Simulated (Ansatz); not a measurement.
`[BH2][GeH2][SiH3]` + HI → `BI` + `[SiH3][GeH3]` at 298.15 K and 1 bar (cleavage of the B–Ge bond).

Computed with Ansatz on PBE0-D4/def2-TZVP structures; ΔE is electronic, products minus reactants. CCSD(T)/CBS adds triple-zeta CCSD(T) − MP2 to the extrapolated MP2 energy (def2 sets, frozen cores). def2 core potentials past Kr. For Ge, I outer-core shells are correlated without core-valence functions, which leaves a few kJ/mol of doubt a bond. Scalar relativity is left out up to krypton.

```
            species  CCSD(T)/CBS energy (Eh)  H − E (kJ/mol)  S (J/(mol·K))
`[BH2][GeH2][SiH3]`              -2394.15199           179.0          345.3
                 HI               -298.03592            22.7          206.5
               `BI`               -323.43628            63.5          253.8
     `[SiH3][GeH3]`              -2368.78170           140.9          292.8
```

H − E and S are ideal-gas, rigid-rotor, harmonic terms from PBE0-D4/def2-TZVP. 1 Eh = 2625.50 kJ/mol, R = 8.31446 J/(mol·K).

Question: By hand: ΔE, ΔH, ΔS and ΔG.

Answer: ΔE = (-323.43628) + (-2368.78170) − (-2394.15199) − (-298.03592) = -0.03007 Eh = -78.9 kJ/mol. Δ(H − E) = 63.5 + 140.9 − 179.0 − 22.7 = 2.7, so ΔH = -76.2 kJ/mol. ΔS = 253.8 + 292.8 − 345.3 − 206.5 = -5.2 J/(mol·K). ΔG = -76.2 − 298.15 × (-5.2)/1000 = -74.6 kJ/mol.

Question: By hand: the equilibrium constant, and the temperature at which ΔG would vanish if ΔH and ΔS stayed fixed.

Answer: log₁₀ K = −ΔG/(RT ln 10) = 13.1. ΔG = 0 at ΔH/ΔS = 14654 K, far beyond where these terms or the molecules hold.

The number of gas molecules stays the same, so ΔS is small and ΔH decides. A doubt of 5 kJ/mol in ΔE shifts log₁₀ K by 0.9 here. These are equilibria of isolated gas molecules and say nothing of rates. Largest T1 diagnostic: 0.013 (customary marks: 0.02 for closed shells, 0.045 for open ones).
